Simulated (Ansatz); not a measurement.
The molecule LuH, multiplicity 3 (an upper state: multiplicity 1 came lower at CCSD(T)/def2-TZVPP on PBE0 minima). No spin–orbit coupling.

The constants come from a fifth-degree fit in 1/R (seven points, main isotopes). Runs in def2 and cc sets follow the lowest solution found near the PBE0 minimum.

Correlated levels freeze the inner cores; with def2 sets outer-core shells near the valence are correlated too.

Programs: Ansatz (Gaussian basis) for Hartree–Fock, density functionals and correlated methods. Each number belongs to the level named beside it. In def2 rows elements past Kr take small-core potentials, without spin–orbit coupling.

Question: What bond length and harmonic frequency does PBE0/def2-TZVPP give?

Answer: r_e = 1.945 Å, ω_e = 1429 cm⁻¹.

Question: What bond length and harmonic frequency does wB97X-V/def2-TZVPP give?

Answer: r_e = 1.941 Å, ω_e = 1425 cm⁻¹.

Question: What bond length and harmonic frequency does CCSD(T)/def2-TZVPP give?

Answer: r_e = 1.947 Å, ω_e = 1433 cm⁻¹.

Ansatz is a program for electronic structure.
